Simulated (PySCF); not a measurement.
ZnBr2, SMILES [Br][Zn][Br]. Atoms are numbered in the order given.

```xyz
3

Zn     0.0000     0.0000     0.0000
Br     0.0000     0.0000     2.2428
Br     0.0000     0.0000    -2.2428
```

The structure is a stationary point at B3LYP-D3(BJ)/def2-SVP. The isomer is the one that the SMILES or the coordinates give; other isomers of the formula were not compared.

These are TDDFT-PBE/def2-SVPD (PySCF) values and carry that method's errors.

Vertical excitations; the highest root listed may be one member of a degenerate set.  State labels are in the subgroup D2h.

```
state  symmetry  energy (eV)  λ (nm)      f                                              main pairs
-----  --------  -----------  ------  -----  ------------------------------------------------------
S1          B3g         4.63     268  0.000                              HOMO→LUMO (degenerate set)
S2          B2g         4.63     268  0.000                            HOMO−1→LUMO (degenerate set)
S3          B2u         5.03     247  0.031                            HOMO−3→LUMO (degenerate set)
S4          B3u         5.03     247  0.031                            HOMO−2→LUMO (degenerate set)
S5           Au         6.00     207  0.000                    HOMO→LUMO+2 50 %, HOMO−1→LUMO+1 50 %
S6           Au         6.05     205  0.000             HOMO−1→LUMO+1, HOMO→LUMO+2 (degenerate set)
S7          B1u         6.05     205  0.000             HOMO−1→LUMO+2, HOMO→LUMO+1 (degenerate set)
S8          B1u         6.12     203  0.004  HOMO−4→LUMO 42 %, HOMO→LUMO+1 29 %, HOMO−1→LUMO+2 29 %
S9          B1g         6.37     195  0.000                  HOMO−3→LUMO+2 50 %, HOMO−2→LUMO+1 50 %
S10         B1g         6.41     194  0.000                  HOMO−2→LUMO+1 50 %, HOMO−3→LUMO+2 50 %
T1          B3g         4.36     285      0                              HOMO→LUMO (degenerate set)
T2          B2g         4.36     285      0                            HOMO−1→LUMO (degenerate set)
T3          B2u         4.68     265      0                            HOMO−3→LUMO (degenerate set)
T4          B3u         4.68     265      0                            HOMO−2→LUMO (degenerate set)
```
Triplets are in the Tamm–Dancoff approximation, which puts them higher than full response would, so one can lie above its singlet here.
